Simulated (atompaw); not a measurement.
# u(r) = r·R(r): atom against pseudo-atom (titanium (Ti))

Columns: radius, all-electron u(r) and pseudo u(r) of the 4s shell (level -5.00 eV) of titanium in the configuration [Ar] 3d2 4s1.5 4p0.5; LDA (PW92), scalar-relativistic, PAW (atompaw) scheme, atompaw 4.2.0.5.

```json
{"r (bohr)": "0.106", "all-electron": "0.0336", "pseudo": "0.0196"}
{"r (bohr)": "0.212", "all-electron": "0.1622", "pseudo": "0.0394"}
{"r (bohr)": "0.317", "all-electron": "0.0953", "pseudo": "0.0594"}
{"r (bohr)": "0.423", "all-electron": "-0.0441", "pseudo": "0.0800"}
{"r (bohr)": "0.529", "all-electron": "-0.1687", "pseudo": "0.1013"}
{"r (bohr)": "0.635", "all-electron": "-0.2454", "pseudo": "0.1233"}
{"r (bohr)": "0.740", "all-electron": "-0.2707", "pseudo": "0.1459"}
{"r (bohr)": "0.846", "all-electron": "-0.2536", "pseudo": "0.1698"}
{"r (bohr)": "0.952", "all-electron": "-0.2060", "pseudo": "0.1946"}
{"r (bohr)": "1.058", "all-electron": "-0.1388", "pseudo": "0.2205"}
{"r (bohr)": "1.163", "all-electron": "-0.0620", "pseudo": "0.2473"}
{"r (bohr)": "1.269", "all-electron": "0.0194", "pseudo": "0.2752"}
{"r (bohr)": "1.375", "all-electron": "0.1000", "pseudo": "0.3040"}
{"r (bohr)": "1.481", "all-electron": "0.1767", "pseudo": "0.3335"}
{"r (bohr)": "1.587", "all-electron": "0.2476", "pseudo": "0.3635"}
{"r (bohr)": "1.692", "all-electron": "0.3110", "pseudo": "0.3933"}
{"r (bohr)": "1.798", "all-electron": "0.3679", "pseudo": "0.4232"}
{"r (bohr)": "1.904", "all-electron": "0.4173", "pseudo": "0.4522"}
{"r (bohr)": "2.010", "all-electron": "0.4595", "pseudo": "0.4800"}
{"r (bohr)": "2.115", "all-electron": "0.4947", "pseudo": "0.5056"}
{"r (bohr)": "2.221", "all-electron": "0.5238", "pseudo": "0.5289"}
{"r (bohr)": "2.327", "all-electron": "0.5471", "pseudo": "0.5490"}
{"r (bohr)": "2.433", "all-electron": "0.5651", "pseudo": "0.5656"}
{"r (bohr)": "2.538", "all-electron": "0.5781", "pseudo": "0.5782"}
{"r (bohr)": "2.644", "all-electron": "0.5870", "pseudo": "0.5870"}
{"r (bohr)": "2.750", "all-electron": "0.5919", "pseudo": "0.5919"}
```

(1) How many radial nodes do the two functions have?

(2) Is the pseudo-wave norm-conserving?

## Answers

(1) The all-electron 4s function has n − l − 1 = 3 (the table is too coarse to show those close to the nucleus); the pseudo-wave has 0, since the states of the same l below it are removed with the core.

(2) No, it belongs to a PAW set: the norm inside the radius is not constrained, and the difference is carried by the augmentation charge.
